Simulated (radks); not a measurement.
Results of a calculation; reference values are marked as such.
Dynamic dipole polarisability and lines of the argon ion Ar15+, [He] 2s1. Level of theory: scalar-relativistic Kohn-Sham, LDA (Slater exchange, VWN5 correlation), spin-polarised, spherical densities, finite nucleus; open shells are filled with parallel spins first; Fermi nuclear charge, rms radius of each element as measured or else 0.836 A^(1/3) + 0.57 fm (a radial shooting solver on a logarithmic mesh with Libxc functionals). Time-dependent linear response with the Hartree and adiabatic LDA kernel, continuum included through the Sternheimer equations, no spin-orbit coupling, so fine structure and intercombination lines are absent. Lines are the poles of the dipole polarisability below minus the highest occupied eigenvalue, found on a grid refined at the orbital gaps; the lowest seven at most are given, and weak or close lines can be missed. The first line takes the name of the lowest orbital gap if no other gap lies below it; otherwise a line is named after a gap within 0.6 % of it, if that gap stands alone.

photon energy (eV)  alpha (bohr^3)
0                          0.04833
43.895                    -0.09751
102.42                   -0.005187
160.95                  -0.0009322
219.48                   0.0003718
278.00                    0.001068
336.53                    0.001659
395.06                    0.002453
453.58                    0.004257
512.11                     0.02380
570.64                   -0.004338
629.17                  -0.0009192
687.69                     0.02244
746.22                  -0.0001304
804.75                   -0.007257
863.27                  -0.0006315

Lines (eV, oscillator strength): 36.158 (34.29 nm, 2s-2p), f = 0.0828; 523.09 (2.370 nm, 2s-3p), f = 0.357; 689.72 (1.798 nm, 2s-4p), f = 0.0871; 763.85 (1.623 nm, 2s-5p), f = 0.0360; 803.44 (1.543 nm, 2s-6p), f = 0.0187; 827.07 (1.499 nm, unassigned), f = 0.0110; 842.30 (1.472 nm, unassigned), f = 0.00710. Higher lines, where found, are left out when the end of the mesh affects them. Those listed give 99 % of the static polarisability (sum of f/w^2). Orbital energy gaps for comparison: 2s-2p 33.782 eV; 2s-3p 525.34 eV; 2s-4p 690.34 eV; 2s-5p 764.10 eV; 2s-6p 803.56 eV.
